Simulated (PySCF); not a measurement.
# Radial density of O+ (oxygen, charge +1)

UHF, [He] 2s2 2p3, high-spin 4S determinant. Calculation: PySCF 2.14, in def2-SVP (3s2p1d, 14 functions); no relativity, point nucleus.

```
r (bohr)  4πr²ρ (e/bohr)  4πr²(ρα − ρβ)
 0.00336         0.03992         0.0002
 0.00566          0.1114         0.0005
 0.00951          0.3035         0.0013
  0.0160          0.7831         0.0033
  0.0269           1.846         0.0077
  0.0453           3.922         0.0165
  0.0762           6.794         0.0339
   0.128           8.601         0.0964
   0.215           6.534         0.3847
   0.362           3.266         1.1990
   0.610           3.851         2.4668
    1.03           4.028         2.2760
    1.72           1.268         0.6817
    2.90          0.1093         0.0710
    4.88       0.0001548         0.0001
```
